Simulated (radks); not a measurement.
Question: Excited configurations of Cl2+: one electron is placed in a higher orbital outside [Ne] 3s2 3p2. The ground configuration is [Ne] 3s2 3p3. Method: Dirac Kohn-Sham, BLYP, spin-unpolarised, spherical densities, point nucleus; open shells fill j = l - 1/2 first; computed with a radial shooting solver on a logarithmic mesh with Libxc functionals. Excitation = E - E(ground); binding = E(ion) - E, where the ion is the core of charge +3; n* = 3/sqrt(2 binding) in atomic units, and the quantum defect is n - n*.

outer orbital  excitation (eV)  binding (eV)     n*  quantum defect  eigenvalue (eV)  <r> (bohr)
4s1/2                   20.204        17.884  2.617           1.383          -14.918       3.535
4d3/2                   27.983        10.105  3.481           0.519           -8.232       5.158
4f5/2                   30.225         7.863  3.946           0.054           -6.108       5.627
6p1/2                   32.692         5.396  4.764           1.236           -4.597       11.41
7p1/2                   34.281         3.807  5.671           1.329           -3.270       16.35

Estimate the row for 5f5/2.

Answer: excitation (eV) 32.725; binding (eV) 5.364; n* 4.778; quantum defect 0.222; eigenvalue (eV) -4.363; <r> (bohr) 9.597. The Delta-SCF ionisation energy is 38.088 eV (NIST Atomic Spectra Database: 39.8 eV, semi-empirical). Self-interaction in the functional shifts the binding energies and quantum defects, so they are the method's values and not measured ones. Spin polarisation and multiplet splitting are left out, so open shells lie too high by an amount that depends on their filling.

Beside tabulated values, note that spin-unpolarised runs miss the spin-polarisation part of the exchange energy of open shells.
